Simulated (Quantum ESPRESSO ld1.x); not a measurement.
Task: Mo, configuration [Kr] 4d5 5s1. All-electron calculation, scalar-relativistic Kohn-Sham, revPBE, spin-unpolarised, spherical densities, point nucleus. Program: ld1.x of Quantum ESPRESSO 7.5. Some entries of the table are withheld. Estimate them.

orbital,occ.,eigenvalue (eV),<1/r> (bohr^-1),<r^2> (bohr^2)
1s,2,-19823.6,43.55,0.001668
2s,2,-2799.74,9.806,0.02785
2p,6,-2502.58,9.532,0.02192
3s,2,(1),3.366,0.2106
3p,6,-379.202,3.201,0.2157
3d,10,-220.896,2.968,0.2073
4s,2,-64.2910,1.229,1.392
4p,6,-38.4388,1.085,(2)
5s,1,-4.0010,0.3550,15.07
4d,5,-3.6989,0.6933,5.063

Result: 
(1) 3s eigenvalue (eV): -476.579
(2) 4p <r^2> (bohr^2): 1.760
